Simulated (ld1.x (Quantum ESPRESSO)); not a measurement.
## Reading a pseudo-wave (ytterbium)

Columns: radius, all-electron u(r) and pseudo u(r) of the 6s shell (level -9.27 eV) of ytterbium in the configuration [Kr] 4d10 4f14 5s2 5p6 5d0 6s1 6p0; PBE, scalar-relativistic, ultrasoft scheme, ld1.x (Quantum ESPRESSO) 7.5.

```
r (bohr)  all-electron   pseudo
   0.143        0.1098   0.2728
   0.285       -0.0825   0.5141
   0.428       -0.1577   0.7018
   0.570        0.0064   0.8157
   0.713        0.1812   0.8498
   0.855        0.2721   0.8066
   0.998        0.2780   0.6975
   1.140        0.2230   0.5427
   1.283        0.1318   0.3616
   1.425        0.0253   0.1773
   1.568       -0.0847   0.0043
   1.710       -0.1883  -0.1442
   1.853       -0.2823  -0.2656
   1.995       -0.3634  -0.3595
   2.138       -0.4318  -0.4317
   2.280       -0.4870  -0.4871
   2.423       -0.5305  -0.5305
   2.565       -0.5628  -0.5628
   2.708       -0.5854  -0.5854
   2.850       -0.5993  -0.5993
   2.992       -0.6058  -0.6058
   3.135       -0.6059  -0.6059
   3.278       -0.6005  -0.6005
   3.420       -0.5906  -0.5906
   3.563       -0.5768  -0.5768
   3.705       -0.5601  -0.5601
```

(1) How many radial nodes do the two functions have?

(2) At about which radius was the pseudo-wave matched?

(3) Is the pseudo-wave norm-conserving?

## Answers

(1) The all-electron 6s function has n − l − 1 = 5 (the table is too coarse to show those close to the nucleus); the pseudo-wave has 1, since 1 lower shell of the same l stays in the valence.

(2) 2.40 bohr. The columns agree to 0.0005 from 2.14 bohr on; several derivatives are matched, so the curves merge somewhat inside the radius.

(3) No, it belongs to an ultrasoft set: the norm inside the radius is not constrained, and the difference is carried by the augmentation charge.
